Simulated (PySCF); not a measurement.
## UHF on Li⁺ (lithium, charge +1)

Configuration: 1s2, closed-shell 1S. Calculation: PySCF 2.14, in aug-cc-pVDZ-DK (4s3p2d, 23 functions); the spin-free X2C one-electron Hamiltonian (Gaussian nucleus).

```json
{
 "Total energy": "-7.236779 hartree",
 "One-electron energy": "-8.8878 hartree",
 "Hartree (Coulomb) energy": "3.3019 hartree",
 "Exchange energy": "-1.6510 hartree",
 "⟨S²⟩": "0.0000",
 "⟨L²⟩": "0.000",
 "Sum of ⟨r⟩": "1.145 bohr",
 "Sum of ⟨r²⟩": "0.8915 bohr²",
 "Langevin diamagnetic susceptibility": "-0.706 ×10⁻⁶ cm³/mol",
 "Time after the integrals": "0.05 s of wall time on 1 thread of Neoverse-N1 (shared host)"
}
```

```
shell  electrons  mean orbital energy (hartree)  rms radius, mean of both spins (bohr)
   1s          2                       -2.79290                                  0.668
```
